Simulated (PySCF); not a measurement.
## How methods differ on the excitation energy of Si²⁺

Si²⁺ [Ne] 3s2 (1S) → Si²⁺ [Ne] 3p2 (3P), as a difference of total energies. Calculation: PySCF 2.14, in aug-cc-pV(T+d)Z with one added diffuse shell each of s, p, d, f type (7s6p5d3f, 71 functions); no relativity, point nucleus. Correlated levels: valence: [Ne] frozen. The calculations carry no spin-orbit coupling.

```tsv
method	excitation energy (eV)
UHF	14.955
LDA	14.602
PBE	14.422
PBE0	14.682
r2SCAN	14.145
M06-L	14.667
r2SCAN0	14.519
B2PLYP	15.351
revPBE	14.282
MP2 (valence)	15.636
SCS-MP2 (valence)	15.932
```

How much does correlation contribute at MP2 (valence)?

15.636 − (14.955) = 0.681 eV, measured against UHF.

A first-order spin-orbit estimate (lowest level to lowest level, LS coupling) adds -0.026 eV.
